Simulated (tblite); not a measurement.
Species: C6H11ClOSi2.
SMILES with atom numbers: `[CH3:1][C:2]#[C:3][SiH2:4]/[CH:5]=[CH:6]/[Si@@H:7]([Cl:8])[O:9][CH3:10]` (hydrogens: H11, H12, H13 on C1; H14, H15 on Si4; H16 on C5; H17 on C6; H18 on Si7; H19, H20, H21 on C10)

A start from a force field or distance geometry was refined with GFN2-xTB geometry optimisation, gas phase in tblite 0.8.0. Values at the start:

```
   coordinate    start
        C1–C2  1.478 Å
       C1–H11  1.133 Å
        C2≡C3  1.214 Å
       C3–Si4  1.818 Å
       Si4–C5  1.855 Å
      Si4–H14  1.477 Å
      Si4–H15  1.478 Å
        C5=C6  1.331 Å
       C5–H16  1.088 Å
       C6–Si7  1.825 Å
       C6–H17  1.093 Å
      Si7–Cl8  2.108 Å
       Si7–O9  1.707 Å
      Si7–H18  1.469 Å
       O9–C10  1.404 Å
      C10–H19  1.118 Å
     C1–C2–C3   177.6°
    C2–C3–Si4   177.5°
    C3–Si4–C5   107.1°
    Si4–C5–C6   116.3°
   C6–Si7–Cl8   106.8°
    C6–Si7–O9   114.6°
   Si7–O9–C10   106.3°
   Cl8–Si7–O9   105.5°
 C3–Si4–C5–C6    -167°
C5–C6–Si7–Cl8     163°
C6–Si7–O9–C10    -162°
```

Q: How do these coordinates change at the GFN2-xTB level?

A: 
```json
{"coordinate": "Si7–O9", "GFN2-xTB (Å or °)": "1.620", "change": "-0.087"}
{"coordinate": "Si7–Cl8", "GFN2-xTB (Å or °)": "2.035", "change": "-0.073"}
{"coordinate": "C6–Si7", "GFN2-xTB (Å or °)": "1.873", "change": "+0.048"}
{"coordinate": "C1–H11", "GFN2-xTB (Å or °)": "1.090", "change": "-0.043"}
{"coordinate": "C1–C2", "GFN2-xTB (Å or °)": "1.446", "change": "-0.032"}
{"coordinate": "Si4–C5", "GFN2-xTB (Å or °)": "1.887", "change": "+0.032"}
{"coordinate": "C3–Si4", "GFN2-xTB (Å or °)": "1.846", "change": "+0.028"}
{"coordinate": "C10–H19", "GFN2-xTB (Å or °)": "1.092", "change": "-0.026"}
{"coordinate": "Si4–H14", "GFN2-xTB (Å or °)": "1.468", "change": "-0.009"}
{"coordinate": "C6–H17", "GFN2-xTB (Å or °)": "1.084", "change": "-0.009"}
{"coordinate": "Si4–H15", "GFN2-xTB (Å or °)": "1.469", "change": "-0.009"}
{"coordinate": "C2≡C3", "GFN2-xTB (Å or °)": "1.206", "change": "-0.008"}
{"coordinate": "Si7–H18", "GFN2-xTB (Å or °)": "1.463", "change": "-0.006"}
{"coordinate": "O9–C10", "GFN2-xTB (Å or °)": "1.398", "change": "-0.006"}
{"coordinate": "C5–H16", "GFN2-xTB (Å or °)": "1.084", "change": "-0.004"}
{"coordinate": "C5=C6", "GFN2-xTB (Å or °)": "1.330", "change": "-0.001"}
{"coordinate": "Si7–O9–C10", "GFN2-xTB (Å or °)": "129.3", "change": "+23.0"}
{"coordinate": "C6–Si7–O9", "GFN2-xTB (Å or °)": "102.8", "change": "-11.8"}
{"coordinate": "Si4–C5–C6", "GFN2-xTB (Å or °)": "125.1", "change": "+8.8"}
{"coordinate": "C6–Si7–Cl8", "GFN2-xTB (Å or °)": "111.6", "change": "+4.8"}
{"coordinate": "Cl8–Si7–O9", "GFN2-xTB (Å or °)": "109.6", "change": "+4.1"}
{"coordinate": "C1–C2–C3", "GFN2-xTB (Å or °)": "179.9", "change": "+2.3"}
{"coordinate": "C2–C3–Si4", "GFN2-xTB (Å or °)": "179.5", "change": "+2.0"}
{"coordinate": "C3–Si4–C5", "GFN2-xTB (Å or °)": "107.5", "change": "+0.4"}
{"coordinate": "C5–C6–Si7–Cl8", "GFN2-xTB (Å or °)": "78", "change": "-85"}
{"coordinate": "C3–Si4–C5–C6", "GFN2-xTB (Å or °)": "-108", "change": "+59"}
{"coordinate": "C6–Si7–O9–C10", "GFN2-xTB (Å or °)": "-170", "change": "-8"}
```

The energy falls by 20.3 kcal/mol over 162 L-BFGS steps, the largest force on an atom goes from 2.10 to 0.009 eV/Å, and the atoms move by 0.685 Å rms after alignment. The bond that changes most is Si7–O9 (chlorine-bound silicon to silyl ether oxygen), which shortens by 0.087 Å. Bonds longer at the end by more than 0.005 Å: 3 of 20; shorter: 14. Among the dihedrals that turn most is C5–C6–Si7–H18, from 45° to -42°. Rotational constants go from 2013, 248.3, 226.7 to 1544, 266.1, 242.9 MHz.

The run took 2.6 s wall on one thread of an Intel Xeon Platinum 8488C, shared host with 96 logical CPUs at a one-minute load of 48.

Its lowest GFN2-xTB frequency is 8 cm⁻¹, too small to tell a flat minimum from a shallow saddle. The numbers are those of one conformer. 3 starts were optimised and ended at 0.00, 0.10 and 0.71 kcal/mol (GFN2-xTB); the lowest of these is shown.

These are computed values.
